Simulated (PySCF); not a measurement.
`COC1CCC(=O)CC1`: 4 charge schemes on one density

C7H12O2.
Cartesian coordinates in Å at the GFN2-xTB level; atoms count from 1:
```
atom  x, y, z in Å
C1     2.628    0.166   -0.380
O2     1.379   -0.472   -0.402
C3     0.548   -0.197    0.712
C4    -0.151    1.165    0.606
C5    -1.041    1.216   -0.638
C6    -2.044    0.087   -0.622
O7    -3.231    0.256   -0.743
C8    -1.409   -1.271   -0.450
C9    -0.507   -1.302    0.785
H10    3.192   -0.096    0.525
H11    3.167   -0.190   -1.255
H12    2.540    1.257   -0.434
H13    1.157   -0.216    1.632
H14    0.585    1.970    0.562
H15   -0.756    1.315    1.502
H16   -0.414    1.092   -1.524
H17   -1.562    2.172   -0.703
H18   -2.186   -2.034   -0.379
H19   -0.793   -1.468   -1.329
H20   -1.103   -1.163    1.688
H21   -0.010   -2.271    0.845
```

Density: PBE0/pcSseg-1 (PySCF); schemes: Mulliken, IAO, Hirshfeld and ESP-fitted. The structure is a single GFN2-xTB conformer in the gas phase; no vibrational or solvent corrections.

Problem. Which atoms carry the highest charge in the Mulliken, IAO, Hirshfeld and ESP-fitted schemes?

Solution. All schemes agree: Mulliken C6 (+0.181); IAO C6 (+0.392); Hirshfeld C6 (+0.168); ESP-fitted C6 (+0.476).

Problem. For which atoms does the sign change between the 4 schemes (beyond +0.03 e in one, beyond −0.03 e in another)?

Solution. C3.

Problem. What partial charge does each atom carry?

Solution. In e:

```csv
atom,environment,Mulliken,IAO,Hirshfeld,ESP-fitted
C1,methoxy carbon,-0.017,-0.200,-0.040,-0.317
O2,ether oxygen,-0.512,-0.403,-0.129,-0.231
C3,sp3 carbon bound to oxygen,-0.040,+0.090,+0.046,+0.157
C4,ring CH2 carbon,-0.191,-0.274,-0.074,-0.114
C5,sp3 carbon next to a carbonyl,-0.191,-0.319,-0.083,-0.061
C6,ketone carbonyl carbon,+0.181,+0.392,+0.168,+0.476
O7,ketone oxygen,-0.354,-0.413,-0.247,-0.508
C8,sp3 carbon next to a carbonyl,-0.199,-0.320,-0.082,-0.023
C9,ring CH2 carbon,-0.160,-0.259,-0.071,-0.179
H10,methyl hydrogen,+0.090,+0.122,+0.037,+0.124
H11,methyl hydrogen,+0.123,+0.160,+0.052,+0.151
H12,methyl hydrogen,+0.090,+0.119,+0.037,+0.134
H13,methine hydrogen,+0.105,+0.114,+0.034,+0.027
H14,methylene hydrogen,+0.129,+0.137,+0.039,+0.042
H15,methylene hydrogen,+0.127,+0.140,+0.043,+0.057
H16,methylene hydrogen,+0.145,+0.158,+0.045,+0.043
H17,methylene hydrogen,+0.131,+0.154,+0.045,+0.035
H18,methylene hydrogen,+0.133,+0.154,+0.045,+0.037
H19,methylene hydrogen,+0.152,+0.163,+0.047,+0.011
H20,methylene hydrogen,+0.125,+0.137,+0.043,+0.072
H21,methylene hydrogen,+0.132,+0.148,+0.043,+0.067
```

Mean size of the charges over all atoms: IAO 0.208 e, Mulliken 0.158 e, ESP-fitted 0.136 e, Hirshfeld 0.069 e. Each set sums to the total charge, 0, to within 0.001 e. The ESP scheme is a least-squares fit of atom-centred charges to the potential on four shells outside the van der Waals surface, with the total charge fixed.

Problem. Sum the charges by element.

Solution. 
```json
{"element": "C", "atoms": "7", "Mulliken": "-0.616", "IAO": "-0.889", "Hirshfeld": "-0.135", "ESP-fitted": "-0.060"}
{"element": "O", "atoms": "2", "Mulliken": "-0.866", "IAO": "-0.817", "Hirshfeld": "-0.376", "ESP-fitted": "-0.739"}
{"element": "H", "atoms": "12", "Mulliken": "+1.482", "IAO": "+1.706", "Hirshfeld": "+0.511", "ESP-fitted": "+0.799"}
```

Problem. How many electrons does the IAO scheme count on C3?

Solution. Z − q = 6 − (+0.090) = 5.910.
